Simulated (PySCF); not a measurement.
## How ionic is MCl along the lanthanides?

PBE0 in PySCF with x2c-TZVPall on every atom, spin-free X2C, for the lowest determinant that a PBE0 search found; no spin–orbit coupling. A negative dipole means M(+)Cl(−).

```csv
M,state (unpaired electrons),Re (Å),μ (D)
La,"triplet (σ ↑, δ ↑)",2.540,-4.61
Eu,nonet (f population 7.0),2.551,-4.77
Gd,octet (f population 7.0),2.405,-2.71
Dy,sextet (f population 9.7),2.459,-3.88
Yb,doublet (f population 14.0),2.480,-4.64
```

Question: Give the ionic character |μ|/(e·Re) of each, with 1 e·Å = 4.803 D, and the positive end.

Answer: LaCl 38 % (La positive), EuCl 39 % (Eu positive), GdCl 23 % (Gd positive), DyCl 33 % (Dy positive), YbCl 39 % (Yb positive). Lone pairs and polarisation enter μ too, so this number is only a rough measure of charge transfer.

Spin–orbit coupling is left out. The state is the lowest single determinant that the PBE0 search found; with open d or f shells the true ground state can be another one.
